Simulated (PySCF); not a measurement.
(Z)-1,3,3-trifluoroprop-1-ene (C3H3F3), SMILES F/C=C\C(F)F.

Geometry optimised at PBE0-D3(BJ)/def2-SVP. The values are those of a single conformer.

Method: PySCF with M06-2X/def2-TZVP.

Symmetry labels are those of the subgroup Cs that the program uses (full group Cs).

Computed valence orbital energies around the gap with their symmetry:
```csv
orbital,symmetry,energy (eV)
HOMO−7,A",-16.15
HOMO−6,A',-14.76
HOMO−5,A",-14.56
HOMO−4,A',-13.95
HOMO−3,A",-13.76
HOMO−2,A',-13.16
HOMO−1,A',-11.54
HOMO,A",-9.64
LUMO,A",0.45
LUMO+1,A',2.18
LUMO+2,A',2.54
LUMO+3,A',3.28
```
